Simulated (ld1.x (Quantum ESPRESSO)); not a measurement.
# Before and after: ultrasoft potential for Pb (Z = 82)

```
Element                 : Pb (Z = 82)
Generator               : ld1.x (Quantum ESPRESSO) 7.5
Type                    : ultrasoft
Functional              : LDA (PZ)
Relativity              : fully relativistic
Frozen core             : [Xe] 4f14 5d10
Valence charge          : 4
Reference configuration : 6s1 6p3
Partial waves           : 6s (bound): rcut 1.60, rcutus 1.85 bohr; 6s channel at 0.6 Ry: rcut 1.60, rcutus 1.85 bohr; 6p (bound): rcut 2.40, rcutus 2.95 bohr; 6p channel at 0.05 Ry: rcut 2.40, rcutus 2.95 bohr
Local potential         : all-electron potential smoothed inside 2.10 bohr (lloc = -2)
Core correction         : none
Augmentation charge     : built from norm-conserving waves at rcut, not smoothed further
```

Open shells are filled in proportion to 2j + 1 (rel_dist='average').

All-electron outer shells of the reference configuration (LDA (PZ), scalar-relativistic, ld1.x):

| shell | level (eV) | outermost node (bohr) | outermost maximum (bohr) |
| --- | --- | --- | --- |
| 5p | -87.76 | 0.49 | 0.88 |
| 5d | -22.97 | 0.52 | 1.07 |
| 6s | -13.44 | 1.01 | 1.95 |
| 6p | -4.41 | 1.18 | 2.57 |

Change: augmentation PSQ, inside the norm-conserving radii.

Cutoffs: the cutoffs (Ry, on a coarse ladder) from which the occupation-weighted sum of valence levels, in a spherical-Bessel basis at the reference potential, stays within 10 and 1 mRy of its value at 400 Ry; they do not see the model core or the augmentation charge, which bear on the density cutoff. Errors are all-electron minus pseudo energies relative to the spin-unpolarised reference configuration.

Problem. What does the change do?

Solution. The potential gets neither clearly harder nor softer (10 Ry and 15 Ry → 10 Ry and 15 Ry); the number of tests with a reliable result goes from 7 to 0 (the test run of the changed file stopped, so its transferability is not established); the range in which the s phases agree widens (upper end 1.0 → at the end of the scan); neither file shows a bound ghost.

| quantity | base | changed |
| --- | --- | --- |
| cutoff, loose | 10 Ry | 10 Ry |
| cutoff, tight | 15 Ry | 15 Ry |
| bound ghosts | none | none |
| tests with a reliable result | 7 of 7 | 0 of 7 (the test run stopped) |
| s: phases at 3.20 bohr within 0.05 rad from the reference energy up to (Ry; the scan ends near 5) | 1.0 | to the end of the scan |
| p1/2: phases at 3.20 bohr within 0.05 rad from the reference energy up to (Ry; the scan ends near 5) | 2.2 | 2.2 |
| p3/2: phases at 3.20 bohr within 0.05 rad from the reference energy up to (Ry; the scan ends near 5) | 2.8 | 2.5 |
| lowest overlap eigenvalue by channel | s 0.48, p1/2 0.59, p3/2 0.54 | s 0.52, p1/2 0.60, p3/2 0.56 |
